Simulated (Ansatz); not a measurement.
`OB1C[SiH]1[GeH3]`, relaxed with RKS PBE0-D4/def2-TZVP in Ansatz 0.2.0 from a PBE-D4/def2-SVP geometry. The force threshold is 0.005 eV/Å; the program also tests the step.

The species carries charge 0 and has multiplicity 1.

Start:

```xyz
12

O    -1.403    2.409    0.959
B    -0.924    1.166    0.750
C    -0.276    0.033    1.583
Si   -0.622   -0.498   -0.273
Ge    1.343   -0.961   -1.529
H    -1.787    2.799    0.151
H     0.801    0.130    1.829
H    -0.835   -0.432    2.419
H    -1.736   -1.496   -0.449
H     2.459    0.022   -1.078
H     1.862   -2.410   -1.308
H     1.119   -0.762   -3.054
```

```tsv
step	energy (eV)	largest force (eV/Å)	largest move (Å)
1	-68257.2289	0.519	0.000
2	-68257.2618	0.224	0.032
3	-68257.2656	0.045	0.011
4	-68257.2657	0.047	0.009
5	-68257.2659	0.023	0.006
6 (rejected)	-68257.2658	0.056	0.012
7	-68257.2661	0.007	0.006
8	-68257.2661	0.002	0.001
```

End:

```xyz
12

O    -1.399    2.385    0.950
B    -0.913    1.157    0.737
C    -0.275    0.027    1.569
Si   -0.606   -0.503   -0.255
Ge    1.341   -0.956   -1.518
H    -1.781    2.781    0.161
H     0.785    0.123    1.811
H    -0.829   -0.415    2.398
H    -1.720   -1.469   -0.453
H     2.446    0.020   -1.075
H     1.851   -2.392   -1.300
H     1.098   -0.758   -3.024
```

Hardware: 4 threads of an Arm Neoverse N1 on a shared host. Wall time 68 s, peak host memory 0.68 GiB.
